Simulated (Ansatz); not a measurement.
```yaml
crystal:
  periodic: [false, false, false]
  atoms:
    - {symbol: B, position_ang: [0.473299, 0.728251, -1.513711]}
    - {symbol: S, position_ang: [0.389329, 0.612875, 0.429071]}
    - {symbol: C, position_ang: [0.956358, -1.068457, 0.773807]}
    - {symbol: C, position_ang: [-1.377178, 0.422552, 0.761425]}
    - {symbol: H, position_ang: [0.415657, -1.775216, 0.127169]}
    - {symbol: H, position_ang: [0.812808, -1.306183, 1.837411]}
    - {symbol: H, position_ang: [2.026330, -1.094219, 0.527021]}
    - {symbol: H, position_ang: [-1.786084, -0.369348, 0.116687]}
    - {symbol: H, position_ang: [-1.540753, 0.199220, 1.825257]}
    - {symbol: H, position_ang: [-1.848482, 1.380884, 0.504758]}
    - {symbol: H, position_ang: [1.673750, 0.706241, -1.731595]}
    - {symbol: H, position_ang: [-0.047111, 1.808394, -1.740608]}
    - {symbol: H, position_ang: [-0.147912, -0.245015, -1.916702]}
basis:
  gaussian: {orbitals: def2-SVP, point_charges: [{charge: 1.00, position_ang: [6.848, -0.135, 0.525]}]}
hamiltonian: {xc: {name: r2SCAN}, dispersion: d4}
scf: {lower_state_search: light}
```

```sh
$ ansatz run in.yaml --threads 4 --pin off --events-out ev --progress --plain --max-ram 3916MiB
```

Shortened log:

```
Functional definition: r2SCAN
1197 factors; their error is unknown
mean field evaluation 1: about -13714.7148 eV, gradient 5.8e1 eV
mean field evaluation 2: about -13709.6928 eV, gradient 7.1e1 eV
mean field evaluation 4: about -13724.0216 eV, gradient 2.8e0 eV
mean field evaluation 8: about -13724.0479 eV, gradient 4.8e-2 eV
mean field evaluation 16: about -13724.0024 eV, gradient 4.2e-5 eV
mean field -13724.00240969 eV, -504.3477860931 hartree, gradient 4.2e-5 eV, S^2 0.000000; 0 other end points of the search recorded, 0 dependent functions left out
reference -13724.00242002 eV, -504.3477864726 hartree; 21, 21 occupied and 84, 84 virtual orbitals, 1197 factors
Total energy: -13724.06617578 eV, -504.3501294537 hartree
```

Hardware: 4 threads of Arm Neoverse V2 on a shared host. Wall time 1.8 s.
